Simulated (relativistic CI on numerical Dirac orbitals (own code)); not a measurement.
## Crystal-field levels of Pt⁵⁺, 5d5

Calculated by Dirac-Coulomb-Breit CI, separate exchange-only KLI orbitals for each configuration, QED by a radiative potential, valence Slater integrals scaled by 0.85, one configuration in a parametric crystal field (own radial code).

Field parameters in Wybourne normalisation: Oh B⁴₀ = 21Dq, B⁴₄ = √(5/14) B⁴₀. The field is a parameter set, without covalency.

S is read from ⟨S²⟩ = S(S + 1).

Levels (cm⁻¹, degeneracy): 0 (2), 3592 (4), 8708 (2), 14172 (4), 16510 (4), 19438 (2), 20064 (4), 21299 (2), 23324 (2), 23709 (4), 23965 (4), 24959 (2).

(1) Which field gives this pattern?
A. Oh, 10Dq = 25950 cm⁻¹
B. Oh, 10Dq = 41950 cm⁻¹
C. Oh, 10Dq = 18000 cm⁻¹
D. Oh, 10Dq = 10000 cm⁻¹

## Answers

(1) C. Oh, 10Dq = 18000 cm⁻¹, ground level with S = 1.49.
